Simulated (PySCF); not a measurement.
B(H)(Br)(OH) (BBrH₂O), SMILES BrBO. The structure is a stationary point at B3LYP-D3(BJ)/def2-TZVP. Other conformers were not sampled.

Computed equilibrium geometry at B3LYP-D3(BJ)/def2-TZVP (PySCF confirms it by a frequency run) as a Z-matrix, and its point group (one conformer of several):
point group Cs.
```
B
O 1 1.3389
H 2 0.9653 1 114.94
H 1 1.1833 2 120.37 3 180.00
Br 1 1.9444 4 118.56 2 180.00
```
